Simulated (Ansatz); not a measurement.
```xyz
13

N     0.366    1.088   -1.504
Ti   -0.001   -0.001    0.000
N    -1.650    0.506    0.781
N    -0.076   -1.803   -0.574
N     1.361    0.211    1.297
H     1.008    0.816   -2.237
H    -0.098    1.948   -1.753
H    -1.741    1.290    1.412
H    -2.524    0.006    0.722
H     0.372   -2.594   -0.136
H    -0.512   -2.087   -1.441
H     1.238   -0.035    2.270
H     2.257    0.656    1.163
```

The species carries charge 0 and has multiplicity 1.

Q: List the PBE/def2-TZVPP orbital energies in eV (the Gaussian-basis code of Ansatz). (Best estimate.)

A: Computed: Occupied: -4834.99, -529.49, -442.02, -442.02, -442.00, -379.34, -379.34, -379.34, -379.34, -59.87, -36.97, -36.97, -36.93, -19.93, -19.71, -19.71, -19.71, -11.37, -11.26, -11.15, -11.15, -8.67, -8.33, -8.32, -8.32, -6.21, -5.70, -5.46, -5.46. Lowest empty: -1.71, -1.47, -0.43, -0.31, -0.31, -0.29, 1.04, 1.12.
